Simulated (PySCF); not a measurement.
Compound: C6H10NO (doublet state).
Cartesian coordinates in Å at the GFN2-xTB level; atoms count from 1:
```
atom  x, y, z in Å
C1     2.7263   -1.4223   -0.1977
C2     1.6206   -1.2487    0.4386
C3     1.1044    0.1230    0.8873
O4     1.6154    0.7075    1.8170
N5     0.0772    0.6024    0.1610
C6    -0.4885    1.8893    0.5054
C7    -0.5488   -0.1139   -0.9292
C8    -1.7876   -0.8897   -0.4826
H9     3.5040   -0.7957   -0.5717
H10    0.9768   -2.0621    0.7496
H11    0.0832    2.3011    1.3345
H12   -0.4275    2.5667   -0.3489
H13   -1.5327    1.7854    0.8054
H14    0.1818   -0.8016   -1.3613
H15   -0.8289    0.6170   -1.6942
H16   -1.5286   -1.6095    0.2897
H17   -2.5447   -0.2176   -0.0867
H18   -2.2112   -1.4249   -1.3280
```

The hyperfine couplings belong to this conformer and change with its torsions.

Identity: `[H]/[C]=C\C(=O)N(C)CC` [radical].

Computed with UKS B3LYP, pcH-1 on C H N O, non-relativistic, mean-field spin-orbit, GIAO (PySCF 2.14.0). Isolated species at its GFN2-xTB geometry (one conformer only). Couplings are sensitive to structure, and on GFN2-xTB geometries they can be far from those on DFT ones. The frame is twisted about the C2–C3 bond at this geometry (dihedral C1–C2–C3–O4 = -73°); couplings at other torsion angles weren't computed. The SCF solution wasn't tested for stability.

(1) Break the g tensor into its mass correction, gauge correction and orbital-Zeeman/spin–orbit terms.

(2) What are the electron Larmor frequencies g μB B/h along the three axes at 330 mT?

(3) Average each term over the three axes. Which is largest in size?

(4) In a frozen sample, at which fields do the three g values resonate at 9.5, 34, 94 and 263 GHz (hyperfine left aside), and which band first spreads them over more than twice a line width of 1.0 mT?

Results:

(1) 
```tsv
Δg (ppm)	1	2	3
relativistic mass correction	-155	-155	-155
gauge correction	37	13	-48
orbital Zeeman/spin–orbit	-347	-32	748
total	-465	-174	545
```

So g = 2.00185, 2.00214, 2.00286 and g_iso = 2.00229; the tensor is rhombic: the two nearest values differ by 29 % of g3 − g1. Axes: g1 points within 3° of the C1–H9 bond and g2 points within 12° of the C2–C3 bond.

(2) 9.2461, 9.2474, 9.2508 GHz for g1, g2 and g3, a range of 4.7 MHz.

(3) The mass correction -155, the orbital-Zeeman/spin–orbit term 123 and the gauge correction 1 ppm, for a total of -31 ppm. The mass correction is the largest in size. The mass correction is the same along every axis, so the anisotropy comes from the other two: their spans along these axes are 85 (gauge) and 1095 ppm (orbital Zeeman/spin–orbit).

(4) 
```csv
band,GHz,B(g3) mT,B(g2) mT,B(g1) mT,spread mT
X,9.5,338.89,339.01,339.06,0.17
Q,34.0,1212.87,1213.31,1213.49,0.61
W,94.0,3353.24,3354.45,3354.93,1.69
J,263.0,9381.94,9385.31,9386.67,4.73
```

The spread grows in proportion to the frequency. J band is the first where it exceeds 2.0 mT.

Largest spin populations (Mulliken): C1 (+1.01), C2 (-0.17) and C3 (+0.06). C1 is the only atom above +0.15. The positive populations add up to 1.17 and the negative ones to -0.17, together 2S = 1.

The HOMO–LUMO gaps are 6.02 eV among the α and 4.43 eV among the β orbitals.
